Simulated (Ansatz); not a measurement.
Cost and result for the atomization energy of `OC(F)(F)BF` (8 atoms, 7 bonds).

Z-matrix (Å, degrees):
```
C
F 1 1.372
F 1 1.372 2 104.5
O 1 1.346 2 110.4 3 118.7
B 1 1.607 2 108.8 3 -116.0
H 4 0.967 1 109.0 2 -57.5
F 5 1.307 1 119.3 2 -123.2
H 5 1.193 1 120.4 2 56.8
```

Charge 0, multiplicity 1. The structure was optimised at the PBE0-D4/def2-TZVP level. It is one conformer, not always the lowest. Program: Ansatz. All runs use 4 threads of an Arm Neoverse V2 on a shared host. Times are those of one run each, without the atoms' runs, and a repeat can differ threefold. Electronic energies, without spin–orbit coupling; frozen cores. CCSD(T)/CBS adds CCSD(T) − MP2 in def2-TZVPP to the MP2 limit, and its time is that of the two runs behind it. T1 = 0.013. HSE06 is the plane-wave form, built on full-range PBE exchange.

CCSD(T)/CBS is a level of theory with its own doubt, some kJ/mol a heavy atom from the limit and from the frozen cores, so smaller differences don't rank the functionals.

```json
{"level": "r2SCAN-D4/def2-TZVPP (with forces)", "functions": "214", "atomization (kcal/mol)": "784.9", "difference from CCSD(T)/CBS": "8.2", "per bond": "1.2"}
{"level": "revPBE-D4/def2-TZVPP", "functions": "214", "atomization (kcal/mol)": "779.1", "difference from CCSD(T)/CBS": "2.4", "per bond": "0.3"}
{"level": "MP2/def2-QZVPP", "functions": "402", "atomization (kcal/mol)": "802.6", "difference from CCSD(T)/CBS": "25.9", "per bond": "3.7"}
{"level": "ωB97X-V/def2-TZVPP", "functions": "214", "atomization (kcal/mol)": "780.6", "difference from CCSD(T)/CBS": "3.9", "per bond": "0.5"}
{"level": "CCSD(T)/def2-SVP", "functions": "94", "atomization (kcal/mol)": "739.8", "difference from CCSD(T)/CBS": "-36.9", "per bond": "-5.3"}
{"level": "CCSD(T)/CBS(def2)", "functions": "–", "atomization (kcal/mol)": "776.7", "difference from CCSD(T)/CBS": "0.0", "per bond": "0.0"}
{"level": "HSE06-D4/def2-TZVPP", "functions": "214", "atomization (kcal/mol)": "781.3", "difference from CCSD(T)/CBS": "4.6", "per bond": "0.6"}
{"level": "PBE0-D4/def2-TZVPP", "functions": "214", "atomization (kcal/mol)": "780.3", "difference from CCSD(T)/CBS": "3.6", "per bond": "0.5"}
{"level": "CAM-B3LYP-D4/def2-TZVPP", "functions": "214", "atomization (kcal/mol)": "785.5", "difference from CCSD(T)/CBS": "8.8", "per bond": "1.2"}
{"level": "ωB97M-V/def2-TZVPP (with forces)", "functions": "214", "atomization (kcal/mol)": "782.6", "difference from CCSD(T)/CBS": "5.9", "per bond": "0.8"}
{"level": "BLYP-D4/def2-TZVPP", "functions": "214", "atomization (kcal/mol)": "783.9", "difference from CCSD(T)/CBS": "7.2", "per bond": "1.0"}
{"level": "CCSD(T)/def2-TZVPP", "functions": "214", "atomization (kcal/mol)": "755.2", "difference from CCSD(T)/CBS": "-21.5", "per bond": "-3.1"}
{"level": "BHLYP-D4/def2-TZVPP", "functions": "214", "atomization (kcal/mol)": "736.6", "difference from CCSD(T)/CBS": "-40.1", "per bond": "-5.7"}
```

**Question.** Order the runs by time, with rough figures. (Estimate.)

**Answer.** Ansatz gave: revPBE-D4/def2-TZVPP 1.4 s; BLYP-D4/def2-TZVPP 1.6 s; PBE0-D4/def2-TZVPP 2 s; BHLYP-D4/def2-TZVPP 2.1 s; HSE06-D4/def2-TZVPP 2.2 s; CAM-B3LYP-D4/def2-TZVPP 2.3 s; r2SCAN-D4/def2-TZVPP (with forces) 3.3 s; CCSD(T)/def2-SVP 4.7 s; ωB97X-V/def2-TZVPP 5.5 s; ωB97M-V/def2-TZVPP (with forces) 7 s; MP2/def2-QZVPP 14 s; CCSD(T)/def2-TZVPP 2.1 min; CCSD(T)/CBS(def2) 2.3 min.

From BLYP to BHLYP (50 % exact exchange), in def2-TZVPP and without D4, the atomization energy moves by −43.8 kcal/mol: exact exchange takes away binding that semilocal exchange gives to molecules. Leaving LDA and LC-ωPBE aside and taking each functional with its dispersion term where it has one, the values, not all of them listed here, spread over 73.3 kcal/mol, from BHLYP-D4 to PBE-D4. LDA lies +126.2 kcal/mol from PBE without D4, its usual overbinding. In def2-TZVPP, CCSD(T) changes the Hartree–Fock value by +209.0 kcal/mol (the triples alone add +15.4 kcal/mol) and MP2 by +243.7 kcal/mol; breaking electron pairs costs correlation energy, which Hartree–Fock lacks.
